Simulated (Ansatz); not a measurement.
Cost and result for the atomization energy of C3H5AlO2 (`C#CO[CH2][AlH][OH]`) (11 atoms, 10 bonds).

Cartesian coordinates in Å:
```
C 0.5121 -1.7682 -0.4399
C 0.7100 -0.7697 -1.1025
O 0.7864 0.3808 -1.6368
C -0.1059 1.2568 -0.7856
Al -0.7152 -0.0236 0.6801
O 0.0056 0.1071 2.2193
H 0.4474 -2.7432 -0.0164
H -0.8708 1.6293 -1.4687
H 0.5299 2.0923 -0.4882
H -2.1762 -0.6236 0.6575
H 0.8768 0.4620 2.3812
```

The species carries charge 0 and has multiplicity 1. The structure was optimised at the PBE0-D4/def2-TZVP level. It is one conformer, not always the lowest. Program: Ansatz. All runs use 4 threads of a server CPU on a shared host. Times are those of one run each, without the atoms' runs, and a repeat can differ threefold. Electronic energies, without spin–orbit coupling; frozen cores. CCSD(T)/CBS adds CCSD(T) − MP2 in def2-TZVPP to the MP2 limit, and its time is that of the two runs behind it. T1 = 0.014. B3LYP takes the VWN-RPA correlation (the form of Gaussian; ORCA's B3LYP/G). HSE06 is the plane-wave form, built on full-range PBE exchange.

CCSD(T)/CBS is a level of theory with its own doubt, some kJ/mol a heavy atom from the limit and from the frozen cores, so smaller differences don't rank the functionals.

```tsv
level	functions	wall time
revPBE-D4/def2-TZVPP	267	1.9 s
BLYP-D4/def2-TZVPP	267	2 s
HSE06-D4/def2-TZVPP	267	3 s
B3LYP-D4/def2-TZVPP (with forces)	267	4.2 s
r2SCAN-D4/def2-TZVPP (with forces)	267	4.4 s
r2SCANh-D4/def2-TZVPP	267	4.7 s
B2PLYP/def2-TZVPP	267	5.5 s
PBE-QIDH/def2-TZVPP	267	5.5 s
CCSD(T)/def2-SVP	113	5.5 s
ωB97M-V/def2-TZVPP (with forces)	267	10 s
MP2/def2-QZVPP	505	21 s
CCSD(T)/def2-TZVPP	267	2.8 min
CCSD(T)/CBS(def2)	–	3.2 min
```

(1) What atomization energy does each give, and how far from CCSD(T)/CBS? (An estimate is asked.)

Answers

(1) Computed: 
```
                             level  atomization (kcal/mol)  difference from CCSD(T)/CBS  per bond
              revPBE-D4/def2-TZVPP                  1037.5                         -1.7      -0.2
                BLYP-D4/def2-TZVPP                  1041.0                          1.8       0.2
               HSE06-D4/def2-TZVPP                  1040.7                          1.5       0.1
 B3LYP-D4/def2-TZVPP (with forces)                  1035.0                         -4.2      -0.4
r2SCAN-D4/def2-TZVPP (with forces)                  1044.2                          5.0       0.5
             r2SCANh-D4/def2-TZVPP                  1033.8                         -5.4      -0.5
                 B2PLYP/def2-TZVPP                  1027.5                        -11.7      -1.2
               PBE-QIDH/def2-TZVPP                  1030.7                         -8.5      -0.8
                  CCSD(T)/def2-SVP                   978.3                        -60.9      -6.1
  ωB97M-V/def2-TZVPP (with forces)                  1042.1                          2.9       0.3
                    MP2/def2-QZVPP                  1058.9                         19.7       2.0
                CCSD(T)/def2-TZVPP                  1009.0                        -30.2      -3.0
                 CCSD(T)/CBS(def2)                  1039.2                          0.0       0.0
```

From PBE to PBE0 (25 % exact exchange), in def2-TZVPP and without D4, the atomization energy moves by −28.9 kcal/mol: exact exchange takes away binding that semilocal exchange gives to molecules. In def2-TZVPP, CCSD(T) changes the Hartree–Fock value by +287.3 kcal/mol (the triples alone add +21.2 kcal/mol) and MP2 by +319.2 kcal/mol; breaking electron pairs costs correlation energy, which Hartree–Fock lacks. The D4 term adds +9.0 kcal/mol with B3LYP and +4.7 kcal/mol with PBE0; it sums over pairs of atoms, weighted by their polarisabilities, and B3LYP, whose exchange is more repulsive, gets the larger term.
